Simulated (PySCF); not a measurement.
C5H5O3 (doublet state).
Cartesian coordinates in Å at the PBE0-D3(BJ)/def2-SVP level; atoms count from 1:
```xyz
13
C5H5O3 angstrom
O      2.5388   -0.6286    0.5934
C      1.6213    0.1004    0.3288
O      1.7291    1.1996   -0.4122
C      0.1900   -0.1969    0.7623
C     -0.4749   -1.1254   -0.2127
C     -1.5733   -0.4496   -0.7234
C     -1.6253    0.7943   -0.1182
O     -0.6210    0.9686    0.7704
H      2.6613    1.2624   -0.6732
H      0.2595   -0.6054    1.7890
H     -0.1152   -2.1247   -0.4470
H     -2.2797   -0.8183   -1.4657
H     -2.3195    1.6246   -0.2271
```

The hyperfine couplings belong to this conformer and change with its torsions.

The species is `O=C(O)[C@@H]1[CH]C=CO1` [radical].

Method: UKS B3LYP, IGLO-III on C O, pcH-1 on H, non-relativistic, mean-field spin-orbit, GIAO in PySCF 2.14.0. Geometry: PBE0-D3(BJ)/def2-SVP, one conformer, isolated molecule. Stability of the SCF solution: not tested.

(1) What is the g tensor, term by term?

(2) How much does each term add to the isotropic shift?

(3) At 9.512 GHz, how far is the centre of the isotropic spectrum from where a free electron (g = 2.002319) resonates?

(4) In a frozen sample, at which fields do the three g values resonate at 9.5, 34, 94 and 263 GHz (hyperfine left aside), and which band first spreads them over more than twice a line width of 0.5 mT?

Results:

(1) 
```csv
Δg (ppm),1,2,3
relativistic mass correction,-180,-180,-180
gauge correction,9,46,35
orbital Zeeman/spin–orbit,-23,1276,1797
total,-194,1142,1651
```

So g = 2.00213, 2.00346, 2.00397 and g_iso = 2.00319; the tensor is rhombic: the two nearest values differ by 28 % of g3 − g1. Axes: g2 points within 4° of the C7–O8 bond and g3 points within 7° of the C5–H11 bond.

(2) The orbital-Zeeman/spin–orbit term 1017, the mass correction -180 and the gauge correction 30 ppm, for a total of 867 ppm. The orbital-Zeeman/spin–orbit term is the largest in size. The mass correction is the same along every axis, so the anisotropy comes from the other two: their spans along these axes are 37 (gauge) and 1820 ppm (orbital Zeeman/spin–orbit).

(3) B = hν/(g μB) with μB/h = 13.99624 MHz/mT gives 339.41 mT for the free electron and 339.27 mT at g_iso, 0.15 mT lower.

(4) 
| band | GHz | B(g3) mT | B(g2) mT | B(g1) mT | spread mT |
| --- | --- | --- | --- | --- | --- |
| X | 9.5 | 338.70 | 338.79 | 339.02 | 0.31 |
| Q | 34.0 | 1212.20 | 1212.51 | 1213.32 | 1.12 |
| W | 94.0 | 3351.39 | 3352.24 | 3354.48 | 3.09 |
| J | 263.0 | 9376.76 | 9379.14 | 9385.40 | 8.64 |

The spread grows in proportion to the frequency. Q band is the first where it exceeds 1.0 mT.

Largest spin populations (Mulliken): C5 (+0.61), C7 (+0.56), C6 (-0.21) and O8 (+0.08). The positive populations add up to 1.35 and the negative ones to -0.35, together 2S = 1. The angles at C5 add up to 360.0°, so it is planar.

The HOMO–LUMO gaps are 4.30 eV among the α and 5.79 eV among the β orbitals.
